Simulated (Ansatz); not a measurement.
Ansatz (a first-principles code) input for Si(F)(NH2)3 (FH₆N₃Si), SMILES N[Si](N)(N)F, PBE0/def2-SVPD. Geometry optimised at PBE0-D3(BJ)/def2-SVP. One conformer was computed; it need not be the lowest.

Ansatz 0.2 input:
```yaml
crystal:
  periodic: [false, false, false]
  atoms:
    - {symbol: N, position_ang: [-0.74979232, -0.30918359, 1.51468757]}
    - {symbol: Si, position_ang: [-0.00172396, 0.00369359, -0.00000000]}
    - {symbol: N, position_ang: [0.37360248, 1.66523258, 0.00000001]}
    - {symbol: N, position_ang: [-0.74979230, -0.30918358, -1.51468759]}
    - {symbol: F, position_ang: [1.23785609, -1.05811910, 0.00000001]}
    - {symbol: H, position_ang: [-0.73940584, -1.24807615, 1.89438548]}
    - {symbol: H, position_ang: [-1.57783495, 0.19866000, 1.79965607]}
    - {symbol: H, position_ang: [0.69989357, 2.12106809, -0.84271751]}
    - {symbol: H, position_ang: [0.69989355, 2.12106809, 0.84271752]}
    - {symbol: H, position_ang: [-1.57783493, 0.19865999, -1.79965609]}
    - {symbol: H, position_ang: [-0.73940583, -1.24807615, -1.89438550]}
basis:
  gaussian:
    orbitals: def2-SVPD
hamiltonian:
  xc: {name: PBE0}
```

Log of the run:

```
WARN ansatz: RAYON_NUM_THREADS=1 ignored (pool sized by the plan → 1); use --threads N
Functional definition: PBE0
integrals: 0.08 GiB planned
1339 factors; their error is unknown
mean field: 0.74 GiB planned
mean field evaluation 1: about -15135.4343 eV, gradient 8.3e1 eV
mean field evaluation 2: about -15124.9409 eV, gradient 1.1e2 eV
mean field evaluation 4: about -15148.5403 eV, gradient 2.8e0 eV
mean field evaluation 8: about -15148.5586 eV, gradient 2.0e-2 eV
mean field evaluation 16: about -15148.6317 eV, gradient 6.6e-5 eV
mean field -15148.63169398 eV, -556.7019466424 hartree, gradient 6.6e-5 eV, S^2 0.000000; 0 other end points of the search recorded, 0 dependent functions left out
reference -15148.63172613 eV, -556.7019478240 hartree; 25, 25 occupied and 130, 130 virtual orbitals, 1339 factors
Total energy: -15148.63172613 eV, -556.7019478240 hartree
```

The calculation finished and met its thresholds.

Cost: about 7 core-seconds (a rough figure).
